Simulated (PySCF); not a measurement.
Cl₅Ta, SMILES [Cl][Ta+]([Cl])([Cl])([Cl])[Cl] (connectivity only; charge and spin as stated), charge +1, multiplicity 2.

The structure is a stationary point at B3LYP-D3(BJ)/def2-SVP. The spin state was assumed, not searched. The def2 effective core potentials stand for the cores of Ta; spin–orbit coupling is left out.

The numbers are results of PySCF with B3LYP-D3(BJ)/def2-SVP, not measurements.

Frequencies are harmonic and unscaled.

```tsv
mode	ν (cm⁻¹)	IR (km/mol)	moving atoms (share of kinetic energy)
1	12	0.2	Cl 100 %
2	94	0.2	Cl 93 %
3	115	0.5	Cl 75 %, Ta 25 %
4	124	0.4	Cl 78 %, Ta 22 %
5	139	0.1	Cl 98 %
6	145	0.7	Cl 86 %, Ta 14 %
7	215	7.6	Cl 87 %, Ta 13 %
8	238	0.0	Cl 97 %
9	353	21.2	Cl 88 %, Ta 12 %
10	422	43.3	Cl 85 %, Ta 15 %
11	438	29.1	Cl 88 %, Ta 12 %
12	448	57.3	Cl 78 %, Ta 22 %
```
